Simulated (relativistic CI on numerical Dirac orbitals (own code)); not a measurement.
**d1 to d9 in one octahedral field**

Computed with a parametric ligand-field model without spin-orbit coupling, by exact diagonalisation: B = 790, C = 3280, 10Dq = 17200 cm⁻¹ (Oh; |10Dq|/B = 21.8) for every shell. Energies in cm⁻¹; the field energy is (0.6 n_e − 0.4 n_t2) × 10Dq of the ground term; g labels are left out.

| Shell | Ground term | Electrons in e | Field energy | First spin-allowed bands | Lowest term of other spin |
| --- | --- | --- | --- | --- | --- |
| d1 | 2T2 | 0.000 | -6880 | 2E 17200 |  |
| d2 | 3T1 | 0.034 | -13172 | 3T2 15722, 3T1 26093 | 1T2 11747 |
| d3 | 4A2 | 0.000 | -20640 | 4T2 17200, 4T1 24803 | 2E 15574 |
| d4 | 5E | 1.000 | -10320 | 5T2 17200 | 3T1 2508 |
| d5 | 6A1 | 2.000 | 0 | none | 2T2 7486 |
| d6 | 1A1 | 0.062 | -40212 | 1T1 15302, 1T2 24518 | 5T2 6365 |
| d7 | 2E | 1.049 | -30121 | 2T1 15131, 2T2 15750 | 4T1 1406 |
| d8 | 3A2 | 2.000 | -20640 | 3T2 17200, 3T1 24803 | 1E 12668 |
| d9 | 2E | 3.000 | -10320 | 2T2 17200 |  |

Low spin: d6, d7; the other shells keep the spin of the free ion. Only d4 to d7 can choose; the field needed to pair spins is smallest for d6 and largest for d5, which loses most exchange energy. In the strong-field picture 10Dq must exceed about 6B + 5C = 21140 (d4), 7.5B + 5C = 22325 (d5), 2.5B + 4C = 15095 (d6) and 4B + 4C = 16280 (d7); mixing of terms shifts these bounds somewhat.
